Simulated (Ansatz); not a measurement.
Two members of one family ((LiH)n), computed with Ansatz in the gas phase. The two geometries come from different levels. A negative affinity means that the extra electron isn't bound at that geometry and level; within about 0.2 eV of zero the sign isn't settled. Binding counts from free atoms in the multiplicity of their measured ground term, without zero-point energy. A dash marks a value that wasn't run or was left out as unsound. The structures are stationary points that may keep the symmetry of their start. Remarks come from the PBE and PBE0 runs and from stability tests at other levels; not every state was tested. A HOMO above zero means that the electron is unbound at that level and held by the basis, or that self-interaction error raises the level; the energy of removing that electron tells which.

First: Li4H4 (singlet, charge 0, r2SCAN-D4/def2-TZVP geometry).

```xyz
8

Li    0.430   -0.282   -1.445
Li   -0.723    1.351    0.064
Li    1.238    0.040    0.903
Li   -0.945   -1.109    0.478
H     0.772   -1.442   -0.068
H    -1.321   -0.043   -0.964
H     1.009    1.183   -0.510
H    -0.458    0.301    1.542
```

| level | HOMO (eV) | LUMO (eV) | gap (eV) | vertical EA (eV) | binding per atom (eV) |
| --- | --- | --- | --- | --- | --- |
| PBE-D4/def2-SVP | -5.17 | -0.87 | 4.30 | – | 1.99 |
| PBE-D4/def2-TZVPD | -5.24 | -0.88 | 4.36 | 0.01 | 1.96 |
| r2SCAN-D4/def2-TZVPD | -5.43 | -0.22 | 5.21 | -0.21 | 2.00 |
| PBE0-D4/def2-SVP | -6.34 | -0.36 | 5.97 | – | 1.98 |
| PBE0-D4/def2-TZVP | -6.46 | -0.26 | 6.19 | – | 1.94 |

Remarks: HOMO above zero (-1 doublet).

Second: Li7H7 (singlet, charge 0, PBE-D4/def2-TZVP geometry).

```xyz
14

Li   -1.907    1.416   -0.304
Li    1.931   -0.441    0.858
Li   -1.654   -1.004   -0.925
Li    0.367    0.148   -1.746
Li    0.825    1.862    0.703
Li   -0.889    0.516    1.831
Li    1.109   -2.573   -0.634
H    -1.378    0.601   -1.782
H     0.895    0.535    1.968
H    -2.043   -0.233    0.644
H     2.214   -2.120    0.527
H    -0.099   -1.684   -1.464
H    -0.900    2.178    0.897
H     1.530    0.798   -0.573
```

Question: What does the change do? Estimate second minus first.

Answer: 
```tsv
level	Δ HOMO (eV)	Δ LUMO (eV)	Δ gap (eV)	Δ vertical EA (eV)	Δ binding per atom (eV)
PBE-D4/def2-SVP	0.15	-0.38	-0.52	–	0.07
PBE-D4/def2-TZVPD	0.16	-0.40	-0.56	0.21	0.06
r2SCAN-D4/def2-TZVPD	0.14	-0.54	-0.68	0.20	0.06
PBE0-D4/def2-SVP	0.12	-0.33	-0.46	–	0.07
PBE0-D4/def2-TZVP	0.14	-0.42	-0.57	–	0.07
```

Remarks: HOMO above zero (-1 doublet).
